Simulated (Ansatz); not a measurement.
Relaxation of AlClFH₃O (7 atoms, charge 0, multiplicity 1), to a largest force component of 0.03 eV/Å in at most 50 steps.

All numbers below come from RKS PBE0/def2-SVP (Ansatz).

```xyz
7
Properties=species:S:1:pos:R:3
Al -0.160 -0.304 -0.133
H -0.186 -0.288 1.435
O 1.250 -0.485 -1.044
H 2.162 -0.477 -0.751
Cl -1.974 -0.322 -1.169
F 0.051 2.256 1.167
H -0.073 1.544 1.747
```

Q: Where does it end, and by what steps?

A: It converged. After 13 steps the energy has fallen by 0.322 eV; F6 moved furthest, 0.64 Å. Joined: Al1–F6 (2.88 → 2.06 Å).

```csv
step,energy less start (eV),largest force component (eV/Å),accepted
0,0.0000,0.267,yes
1,-0.0709,0.951,yes
2,-0.1988,1.185,yes
3,-0.3001,0.302,yes
4,-0.3083,0.230,yes
5,-0.3122,0.186,yes
6,-0.3138,0.071,yes
7,-0.3173,0.122,yes
8,-0.3193,0.299,yes
9,-0.3208,0.154,yes
10,-0.3214,0.106,yes
11,-0.3215,0.055,yes
12,-0.3216,0.034,yes
13,-0.3217,0.008,yes
```

```xyz
7
Properties=species:S:1:pos:R:3
Al -0.106 -0.131 0.017
H -0.122 -0.587 1.545
O 1.282 -0.232 -0.959
H 2.152 -0.538 -0.702
Cl -1.951 -0.061 -1.004
F -0.032 1.805 0.719
H -0.153 1.667 1.636
```

Whether the end is a true minimum wasn't checked by a vibrational analysis.

Time of the run: 38 s on 1 thread of Arm Neoverse V2, with other jobs on the host, peak memory 0.14 GiB.
